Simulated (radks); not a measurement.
Q: Radial electron density D(r) = 4 pi r^2 rho(r) of an atom or ion with 51 electrons. Calculated with a radial shooting solver on a logarithmic mesh with Libxc functionals: Dirac Kohn-Sham, PBE, spin-unpolarised, spherical densities, point nucleus.

```
   r/bohr * D(r) (the largest magnitude, 87.8, reaches the edge; | marks zero)
 0.003391 |        *
 0.004522 |             *
 0.005984 |                   *
 0.007981 |                          *
  0.01056 |                                  *
  0.01408 |                                        *
  0.01863 |                                           *
  0.02466 |                                         *
  0.03289 |                                      *
  0.04351 |                                      *
  0.05803 |                                              *
  0.07679 |                                                      *
   0.1024 |                                                   *
   0.1355 |                                         *
   0.1793 |                                        *
   0.2391 |                                              *
   0.3164 |                                     *
    0.422 |                  *
   0.5584 |               *
   0.7447 |                *
   0.9854 |          *
    1.304 |    *
    1.739 |  *
    2.301 | *
    3.069 |*
     4.06 *
    5.416 *
    7.165 *
```

What is the nuclear charge?

A: Z = 53. The innermost maximum, from 1s, lies near gamma/Z bohr with gamma = sqrt(1 - (Z/c)^2) = 0.922, here 0.0174 bohr (found: 0.0191), and its height grows with Z. The density is that of the iodine ion I2+ in [Kr] 4d10 5s1.5 5p3.5; the configuration itself is not fixed sharply by these data, and Z only to a few units. D(r) has 4 maxima, at r = 0.0191, 0.0839, 0.243, 0.699 bohr, and minima at 0.0374, 0.159, 0.511 bohr, inside which lie 2.03, 11.17, 29.00 electrons.
